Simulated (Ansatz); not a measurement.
Z-matrix (Å, degrees):
```
Si
B 1 1.896
O 1 1.752 2 42.9
Se 1 2.255 2 124.1 3 -92.6
H 1 1.479 2 125.6 3 80.1
H 2 1.189 1 165.4 3 178.1
H 4 1.470 1 93.6 2 148.0
```

Total charge 0; spin multiplicity 1.

Problem. List the CAM-B3LYP/def2-TZVPP orbital energies in eV (Ansatz). (Estimate.)

Solution. Computed: Occupied: -12353.11, -1802.13, -1582.31, -1420.52, -1420.49, -1420.45, -523.24, -214.91, -186.81, -159.03, -158.92, -158.77, -146.61, -102.00, -101.94, -101.87, -59.84, -59.82, -59.69, -59.60, -59.59, -30.34, -21.84, -16.51, -15.64, -13.77, -13.35, -12.55, -12.27, -10.33, -9.03, -8.36. Lowest empty: -0.14, 0.45, 0.92, 1.44, 2.19, 2.93, 3.07, 3.64.
